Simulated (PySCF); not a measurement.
B(Cl)2(SiH3) (BCl2H3Si), SMILES [SiH3]B(Cl)Cl. Heavy atoms are numbered as in [B:1]([Cl:2])([Cl:3])[SiH3:4]. Hydrogens are named by the atom that carries them.

Coordinates come from a ωB97X-D3(BJ)/def2-SVP optimisation.

All values below come from PySCF with r2SCAN/def2-TZVPD.

Mulliken values depend strongly on the basis, most of all with diffuse functions as here. ESP charges are fitted to the potential on shells at 1.4 to 2.0 van der Waals radii. Atomic charges (e), one atom of each kind:

```json
[
 {"atom": "B1", "IAO": "-0.09", "ESP fit": "0.10", "Mulliken": "0.72"},
 {"atom": "Cl2", "IAO": "-0.03", "ESP fit": "-0.07", "Mulliken": "-0.29"},
 {"atom": "Si4 (SiH3)", "IAO": "0.44", "ESP fit": "0.15", "Mulliken": "0.02"},
 {"atom": "H on Si4", "IAO": "-0.11", "ESP fit": "-0.05", "Mulliken": "-0.06"}
]
```
